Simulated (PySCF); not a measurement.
Compound: C6H6F4O.
Numbering: `[CH2:1]=[CH:2][C@@:3]([F:4])([C@H:5]1[CH2:6][O:7]1)[C:8]([F:9])([F:10])[F:11]` (hydrogens: H12, H13 on C1; H14 on C2; H15 on C5; H16, H17 on C6)

Jobs on this species (17 atoms, 86 electrons) with PySCF (density fitting). Hardware of each: one thread of an Arm Neoverse V1 (shared host). Times come from a shared host and carry two figures at best.

```csv
level and settings,work,basis functions,SCF cycles,wall time
"PBE0/pcSseg-1, IEF-PCM dimethylsulfoxide","shieldings, ring-centre shieldings",217,?,?
"PBE0/pcSseg-1, IEF-PCM benzene","shieldings, ring-centre shieldings, charges and field gradients",217,14,43 s
"PBE0-D3(BJ)/def2-SVP, grid level 1",geometry optimisation from a GFN2-xTB start,184,70,3.3 min
```

**Question.** Fill in the missing figures.

**Answer.** 
- PBE0/pcSseg-1, IEF-PCM dimethylsulfoxide; shieldings, ring-centre shieldings: 41 s, 14 SCF cycles

**Question.** What do all jobs in the table cost together?

**Answer.** About 4.7 min; the longest takes about 70 % of that, and about 4.8 times as long as the shortest.
